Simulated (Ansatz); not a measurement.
A nudged elastic band was laid between two geometries of GeH$_{7}$NSi (10 atoms, charge 0, multiplicity 1).

All numbers below come from RKS LDA/def2-mTZVP in Ansatz 0.2.0.

```
movable images  : 7
climbing image  : yes
spring          : 5.0 eV/Å²
optimiser       : quadratic models (default)
start path      : through a guess of the saddle point
force threshold : 0.03 eV/Å
iteration limit : 60
end points      : relaxed
```

Initial state:

```xyz
10
Properties=species:S:1:pos:R:3
Si -1.139 0.529 -0.930
N 0.486 0.306 -0.404
Ge 1.010 -0.667 1.061
H -1.908 -0.673 -0.474
H -1.188 0.639 -2.425
H -1.830 1.745 -0.376
H 1.211 0.903 -0.806
H -0.030 -1.790 1.219
H 1.054 0.187 2.352
H 2.418 -1.231 0.783
```

Final state:

```xyz
10
Properties=species:S:1:pos:R:3
Si -1.178 0.589 -0.839
N 0.392 0.564 -0.132
Ge 1.088 -0.804 0.873
H -2.254 1.208 0.013
H -1.561 -0.838 -1.083
H -1.155 1.347 -2.133
H 0.921 1.438 -0.097
H 0.460 -2.097 0.324
H 0.748 -0.662 2.378
H 2.621 -0.796 0.699
```

**Question.** What changes between the two ends?

**Answer.** No bond is made or broken. The dihedral H6–Si1–N2–Ge3 goes from 91 to -147°. The two ends are copies of one structure, up to a mirror image or an exchange of like atoms.

**Question.** What energy profile does the band end with?

**Answer.** It converged. The highest image is number 4 of 0 to 8, 0.4 kcal/mol above the ends, which have the same energy within 2 meV. A vibrational analysis at the climbing image gives one clearly imaginary mode, 62i cm⁻¹, and a faint second one (26i cm⁻¹) that may be numerical noise or a soft torsion: probably a first-order saddle point.

| image | path coordinate (Å) | energy (kcal/mol) | dihedral H6–Si1–N2–Ge3 (°) |
| --- | --- | --- | --- |
| 0 | 0.00 | 0.0 | 91 |
| 1 | 0.55 | 0.1 | 101 |
| 2 | 1.09 | 0.2 | 115 |
| 3 | 1.64 | 0.3 | 132 |
| 4 | 2.17 | 0.4 | 149 |
| 5 | 2.82 | 0.4 | 167 |
| 6 | 3.47 | 0.3 | -179 |
| 7 | 4.11 | 0.1 | -162 |
| 8 | 4.76 | 0.0 | -147 |

**Question.** What is the geometry of the highest image?

**Answer.** 
```xyz
10
Properties=species:S:1:pos:R:3:forces:R:3
Si -1.133 0.618 -0.876 0.00 -0.01 0.01
N 0.448 0.494 -0.209 0.00 0.01 0.00
Ge 1.009 -0.799 0.964 -0.01 -0.01 0.00
H -2.099 0.050 0.120 0.01 0.00 0.00
H -1.333 -0.133 -2.165 0.00 0.00 0.00
H -1.460 2.057 -1.141 0.00 0.00 0.00
H 1.167 1.148 -0.520 0.00 0.00 0.00
H 0.203 -2.080 0.669 0.00 0.00 0.00
H 0.767 -0.372 2.431 0.01 0.00 0.00
H 2.514 -1.034 0.731 0.00 0.00 0.00
```

Time of the run: 2.5 min on 2 threads of Arm Neoverse V1, with other jobs on the host, peak memory 0.13 GiB.
